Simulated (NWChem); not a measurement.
TiH₄; SMILES [TiH4]

```xyz
5

Ti     0.0000     0.0000     0.0000
H     -0.0748    -1.3557     0.9976
H      0.1233     1.3879     0.9472
H     -1.3958     0.0841    -0.9399
H      1.3474    -0.1163    -1.0049
```
Atoms are numbered in this order, from 1.

All runs: NWChem. Pople sets run with spherical d functions. STO-3G and 3-21G are far too small for this property and stand as cheap habits. Coordinates come from a PBE0/def2-SVP optimisation. B3LYP is NWChem's, with the RPA form of VWN correlation. GIAO values for the isolated, static molecule; σ is the absolute isotropic shielding, δ = σ(reference) − σ with the isolated reference molecule computed at the same levels (1H: tetramethylsilane).

| level | σ Ti1 (ppm) | δ H2 (ppm) |
|---|---|---|
| Hartree-Fock/STO-3G | ? | ? |
| PBE/pcSseg-1 | -2917.1 | 12.07 |
| B3LYP/6-31G* | -2364.4 | 12.63 |
| KT2/pcSseg-1 | -2828.7 | 11.81 |
| Hartree-Fock/6-31G* | -1944.0 | 12.44 |

Question: What belongs in the gaps?

Answer: 
- Hartree-Fock/STO-3G, σ Ti1 (ppm): 487.8
- Hartree-Fock/STO-3G, δ H2 (ppm): 6.14
